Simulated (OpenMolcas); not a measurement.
An OpenMolcas run meant for neutral silicon (ANO-RCC-VDZP, DKH2; inactive shells 1s 2s 2p; intended active space 4 electrons in 4 orbitals (3s 3p)). One step of its input:

```
&CASPT2
Multistate=3 1 2 3
Frozen=21 20
IPEA=0.25
Imaginary=0.1
MaxIter=60
WThr=0.0 0.3 0.05
PrWF=0.5
NoMix
```

Lines from the output:

```
|       MOLCAS_SOURCE = <dir>
  |    MOLCAS_STRUCTURE = 0
  |
   -----------------------------------------------------------------------------------------
++ ---------   Input file   ---------
>>> COPY JOB001 $Project.JobIph
&CASPT2
Multistate=3 1 2 3
Frozen=21 20
IPEA=0.25
Imaginary=0.1
MaxIter=60
WThr=0.0 0.3 0.05
PrWF=0.5
NoMix
-- ----------------------------------
>>> COPY JOB001 a.JobIph
*** symbolic link created: INPORB -> a.RasOrb
--- Start Module: caspt2 at  ---
()()()()()()()()()()()()()()()()()()()()()()()()()()()()()()()()()()()()()()()()()()()()()()()()()()
                                              &CASPT2
                                   only a single process is used
                       available to each process: 2.3 GB of memory, 1 thread
()()()()()()()()()()()()()()()()()()()()()()()()()()()()()()()()()()()()()()()()()()()()()()()()()()
 ###    WARNING: User changed nr of frozen orbitals.                         ###
 ###    ERROR: Too many frozen orbitals!                                     ###
--- Stop Module: caspt2 at  /rc=_RC_INPUT_ERROR_ ---
.####################.
.# User input error #.
.####################.
```

Problem. What is wrong with the input?

Solution. More orbitals are frozen than there are inactive ones.
